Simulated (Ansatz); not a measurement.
C6H3F3 (`Fc1ccc(F)c(F)c1`) at its PBE0-D4/def2-TZVP geometry, where that method's forces vanish. Charge 0, multiplicity 1.

```xyz
12

F     0.6298   -2.0951   -1.5989
C     0.3320   -1.0574   -0.8112
C     1.3190   -0.1459   -0.4955
C     0.9972    0.9269    0.3230
C    -0.2875    1.0666    0.8040
F    -0.6090    2.0924    1.5908
C    -1.2610    0.1364    0.4716
F    -2.4937    0.2876    0.9447
C    -0.9625   -0.9382   -0.3410
H     2.3198   -0.2771   -0.8852
H     1.7400    1.6658    0.5962
H    -1.7242   -1.6621   -0.5985
```

Q: What forces (eV/Å) does r2SCAN-D4/def2-TZVPP give on these atoms in Ansatz 0.2.0? (Estimate.)

A: The calculation gave: 
```
F1   0.080 -0.278 -0.211
C2  -0.047  0.157  0.120
C3   0.207 -0.021 -0.076
C4   0.141  0.131  0.046
C5   0.066 -0.125 -0.104
F6  -0.108  0.271  0.215
C7   0.157 -0.036 -0.072
F8  -0.330  0.059  0.139
C9  -0.160 -0.161 -0.060
H10 -0.005 -0.001  0.001
H11 -0.004 -0.001  0.001
H12  0.003  0.004  0.002
```
